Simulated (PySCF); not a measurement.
germanium monotelluride (GeTe), SMILES [Te]=[Ge] (connectivity only; charge and spin as stated), neutral, multiplicity 1. Geometry: r2SCAN-D4/def2-TZVP. The def2 effective core potentials stand for the cores of Te; spin–orbit coupling is left out.

All values below come from r2SCAN-D4/def2-TZVP (PySCF).

Harmonic wavenumbers (cm⁻¹): 332. Rotational constants (GHz): 1.989 (linear); symmetry number 1.

Work out the zero-point energy and the ideal-gas rigid-rotor harmonic-oscillator thermochemistry at 298.15 K and 1 atm.

ZPE = ½ Σ hcν = ½ × 332 cm⁻¹ = 1.99 kJ/mol. H − E(el) = 11.67 kJ/mol. Entropy in J/(mol K): translation 174.84, rotation 75.22, vibration 5.23, total 255.28. G − E(el) = -64.45 kJ/mol. Cp = 35.84 J/(mol K).
